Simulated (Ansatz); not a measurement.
The cluster Si4N4O2. Total charge 0; triplet. Geometry PBE0-D4/def2-SVP, that of the neutral singlet; atoms count from 1.

```xyz
10

Si    1.153    0.277    0.057
Si    1.083    0.596    2.398
Si   -1.083   -0.596   -2.398
Si   -1.153   -0.277   -0.057
N    -2.289   -0.700   -1.156
N     2.289    0.700    1.156
N     0.238   -0.125   -1.260
N    -0.238    0.125    1.260
O     0.991    0.790    3.903
O    -0.991   -0.790   -3.903
```

At PBE0-D4/def2-TZVP a singlet of charge 0 lies 3.55 eV below the triplet at the same geometry. The structure comes from a short search, and lower isomers may exist.

**Question.** Estimate the Mulliken populations from the PBE0/def2-TZVP orbitals of Ansatz.

**Answer.** 
| atom | charge (e) | spin (α − β) |
| --- | --- | --- |
| Si1 | 0.24 | 0.44 |
| Si2 | 0.59 | 0.08 |
| Si3 | 0.59 | 0.08 |
| Si4 | 0.24 | 0.44 |
| N5 | -0.27 | 0.22 |
| N6 | -0.27 | 0.22 |
| N7 | -0.13 | 0.09 |
| N8 | -0.13 | 0.09 |
| O9 | -0.44 | 0.16 |
| O10 | -0.44 | 0.16 |
Mulliken values depend strongly on the basis.

**Question.** Where does the spin sit?

**Answer.** Summed by element: Si 1.05, N 0.63, O 0.33, of 2 unpaired in all. Largest on single atoms: Si1 0.44, Si4 0.44, N6 0.22.

**Question.** And the Mayer bond orders between heavy atoms (over 0.3)?

**Answer.** Si1–Si2 0.46 (2.36 Å); Si1–Si4 0.70 (2.37 Å); Si1–N6 1.45 (1.64 Å); Si1–N7 1.11 (1.65 Å); Si1–N8 0.65 (1.85 Å); Si2–N6 1.16 (1.73 Å); Si2–N8 0.80 (1.81 Å); Si2–O9 2.03 (1.52 Å); Si3–Si4 0.46 (2.36 Å); Si3–N5 1.16 (1.73 Å); Si3–N7 0.80 (1.81 Å); Si3–O10 2.03 (1.52 Å); Si4–N5 1.45 (1.64 Å); Si4–N7 0.65 (1.85 Å); Si4–N8 1.11 (1.65 Å).
